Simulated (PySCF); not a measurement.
**Working out the excitation energy of B**

B [He] 2s2 2p1 (2P) → B [He] 2s1 2p1 3s1 (4P). All numbers are calculated (PySCF 2.14, scalar relativity by spin-free X2C-1e, in aug-cc-pVTZ-DK (5s4p3d2f, 46 functions)). Frozen: 1s2. Energies in hartree (1 hartree = 27.21139 eV):

| part | B (lower) | B (upper) |
| --- | --- | --- |
| UHF | -24.538906 | -24.241902 |
| CCSD correlation | -0.064918 | -0.010124 |
| (T) | -0.001356 | -0.000092 |

Task: What does Hartree-Fock give?

Result: (-24.241902) − (-24.538906) = 0.297004 hartree = 8.082 eV.

Task: What do CCSD and CCSD(T) give?

Result: The CCSD correlation energies differ by 0.054794 hartree = 1.491 eV and the triples by 0.001264 hartree = 0.034 eV, so CCSD gives 9.573 eV and CCSD(T) 9.607 eV.

The upper state lies above the first ionisation limit, but in LS coupling its spin forbids autoionisation to the ground ion. A Rydberg-like electron needs more diffuse functions than a valence basis has.
